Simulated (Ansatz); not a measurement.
One change: `N[Si](O)(Cl)[SbH2]` becomes `N[Si](O)(Cl)Cl`.

Ansatz, PBE0-D4/def2-TZVP geometries, multiplicity 1. Each molecule was computed in one conformer, which needn't be the lowest.

Elements past krypton have def2 core potentials.

```tsv
property	`N[Si](O)(Cl)[SbH2]`
LUMO energy (ωB97M-V/def2-TZVPP) / eV	1.46
LUMO energy (B3LYP/def2-TZVPP) / eV	-0.43
HOMO energy (ωB97M-V/def2-TZVPP) / eV	-8.95
HOMO energy (PBE0/def2-TZVPP) / eV	-6.94
size of the dipole moment (PBE/def2-TZVPP) / D	2.22
LUMO energy (PBE/def2-TZVPP) / eV	-0.96
```

**Question.** What does the change do to each property? (Estimate.)

**Answer.** Ansatz gave: 
```tsv
property	`N[Si](O)(Cl)Cl`	shift
LUMO energy (ωB97M-V/def2-TZVPP) / eV	1.92	0.46
LUMO energy (B3LYP/def2-TZVPP) / eV	0.06	0.49
HOMO energy (ωB97M-V/def2-TZVPP) / eV	-10.56	-1.61
HOMO energy (PBE0/def2-TZVPP) / eV	-8.22	-1.28
size of the dipole moment (PBE/def2-TZVPP) / D	2.86	0.64
LUMO energy (PBE/def2-TZVPP) / eV	-0.48	0.48
```

With PBE0 the HOMO falls by 1.28 eV and the LUMO rises by 0.62 eV, so the gap widens by about 1.90 eV. PBE moves the HOMO by -0.86 eV and ωB97M-V by -1.61 eV. Dipoles are sizes alone; their direction can turn.

B3LYP here is the variant with VWN-RPA as its local correlation; programs differ in this.

Spin–orbit coupling is left out; it splits and shifts lone-pair levels of the heavy atoms by tenths of an eV.
